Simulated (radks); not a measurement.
Results of a calculation; reference values are marked as such.
Question: All-electron atom: Cl4+ in [Ne] 3s2 3p1. Level of theory: non-relativistic Kohn-Sham, PBEsol, spin-polarised, spherical densities, point nucleus; open shells are filled with parallel spins first (a radial shooting solver on a logarithmic mesh with Libxc functionals). Some entries of the table are withheld. Estimate them.

| orbital | occ. | eigenvalue (hartree) | r(max) (bohr) | <1/r> (bohr^-1) |
|---|---|---|---|---|
| 1s up | 1 | -102.9917 | 0.05997 | 16.53 |
| 1s down | 1 | -102.9821 | 0.05997 | 16.54 |
| 2s up | 1 | -11.54614 | 0.3634 | (1) |
| 2s down | 1 | -11.53651 | 0.3635 | (2) |
| 2p up | 3 | -9.38688 | 0.3015 | 3.210 |
| 2p down | 3 | -9.37382 | 0.3016 | 3.210 |
| 3s up | 1 | -2.73031 | 1.210 | 1.025 |
| 3s down | 1 | -2.65874 | 1.208 | 1.024 |
| 3p up | 1 | -2.21586 | 1.271 | 0.9402 |
| 3p down | 0 | -2.14633 | 1.270 | 0.9375 |

Answer: 
(1) 2s up <1/r> (bohr^-1): 3.292
(2) 2s down <1/r> (bohr^-1): 3.293
